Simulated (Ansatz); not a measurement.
Correlation energies of AlH₆N₃ (`[NH2][Al]([NH2])[NH2]`) by basis set

```tsv
atom	x (Å)	y (Å)	z (Å)
N1	0.892	-0.122	-1.525
Al2	-0.001	0.000	0.000
N3	-0.270	-1.446	0.985
N4	-0.622	1.568	0.540
H5	1.248	0.660	-2.048
H6	1.117	-0.982	-1.995
H7	-0.912	-1.507	1.757
H8	0.196	-2.328	0.856
H9	-0.677	2.394	-0.032
H10	-0.970	1.763	1.463
```

The species carries charge 0 and has multiplicity 1. All single points use the PBE0-D4/def2-TZVP geometry. It is one conformer, not always the lowest. Frozen core, restricted reference, Ansatz. CBS rows extrapolate triple and quadruple zeta; past MP2 they add the triple-zeta difference.

```tsv
basis	HF (Eh)	MP2 corr.	CCSD corr.	(T)	CCSD(T) total
def2-SVP	-408.67017	-0.57710	-0.61309	-0.01432	-409.29758
def2-TZVPP	-408.96777	-0.72681	-0.75349	-0.02751	-409.74877
def2-QZVPP	-408.98469	-0.78017	–	–	–
CBS(def2)	-408.98702	-0.81970	-0.84638	as TZ	-409.86091
```
